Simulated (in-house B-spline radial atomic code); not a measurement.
Inner-shell binding energies (edges) and X-ray emission energies of free atoms and ions, as differences of relaxed hole-state energies with first-order Breit, QED and recoil terms, without correlation or multiplet splittings, in NIST's listed ground configurations. For neutral atoms such line energies lie within some 1 to 5 eV of tabulated X-ray lines (up to 20 eV for the heaviest). K = 1s, L2 = 2p1/2, L3 = 2p3/2, M4 = 3d3/2, M5 = 3d5/2. A dash marks a subshell that is part filled or wasn't run, or a line left out. Computed with a B-spline radial code for spherical atoms: Dirac-Hartree-Fock, average of the configuration, finite nuclei.

```json
{"ion": "Er", "configuration": "[Xe] 4f12 6s2", "K edge (eV)": "57482.3", "L3 edge (eV)": "8357.55", "M5 edge (eV)": "1410.63", "K-L2 (eV)": "48218.3", "L3-M5 (eV)": "6946.92", "L2-M4 (eV)": "7812.12"}
{"ion": "Tm+", "configuration": "[Xe] 4f13 6s1", "K edge (eV)": "-", "L3 edge (eV)": "8655.02", "M5 edge (eV)": "1475.68", "K-L2 (eV)": "-", "L3-M5 (eV)": "7179.34", "L2-M4 (eV)": "8104.08"}
{"ion": "Yb2+", "configuration": "[Xe] 4f14", "K edge (eV)": "?", "L3 edge (eV)": "?", "M5 edge (eV)": "?", "K-L2 (eV)": "?", "L3-M5 (eV)": "?", "L2-M4 (eV)": "?"}
{"ion": "Lu3+", "configuration": "[Xe] 4f14", "K edge (eV)": "?", "L3 edge (eV)": "?", "M5 edge (eV)": "?", "K-L2 (eV)": "?", "L3-M5 (eV)": "?", "L2-M4 (eV)": "?"}
{"ion": "Hf4+", "configuration": "[Xe] 4f14", "K edge (eV)": "65391.3", "L3 edge (eV)": "9611.61", "M5 edge (eV)": "1712.83", "K-L2 (eV)": "54601.3", "L3-M5 (eV)": "7898.78", "L2-M4 (eV)": "9022.55"}
{"ion": "Ta5+", "configuration": "[Xe] 4f14", "K edge (eV)": "67479.2", "L3 edge (eV)": "9949.78", "M5 edge (eV)": "1803.57", "K-L2 (eV)": "56273.5", "L3-M5 (eV)": "8146.21", "L2-M4 (eV)": "9343.66"}
{"ion": "W6+", "configuration": "[Xe] 4f14", "K edge (eV)": "69610.2", "L3 edge (eV)": "10295.6", "M5 edge (eV)": "1897.96", "K-L2 (eV)": "57977.1", "L3-M5 (eV)": "8397.62", "L2-M4 (eV)": "9672.71"}
{"ion": "Re7+", "configuration": "[Xe] 4f14", "K edge (eV)": "71785.2", "L3 edge (eV)": "10648.9", "M5 edge (eV)": "1995.86", "K-L2 (eV)": "59712.9", "L3-M5 (eV)": "8653.04", "L2-M4 (eV)": "10009.9"}
```

Q: Fill in the row of Yb2+.

A: K edge (eV): 61343.9; L3 edge (eV): 8958.8; M5 edge (eV): 1543.02; K-L2 (eV): 51349.9; L3-M5 (eV): 7415.77; L2-M4 (eV): 8403.37.

Q: Fill in the row of Lu3+.

A: K edge (eV): 63346.1; L3 edge (eV): 9281.2; M5 edge (eV): 1625.89; K-L2 (eV): 52960; L3-M5 (eV): 7655.31; L2-M4 (eV): 8709.19.
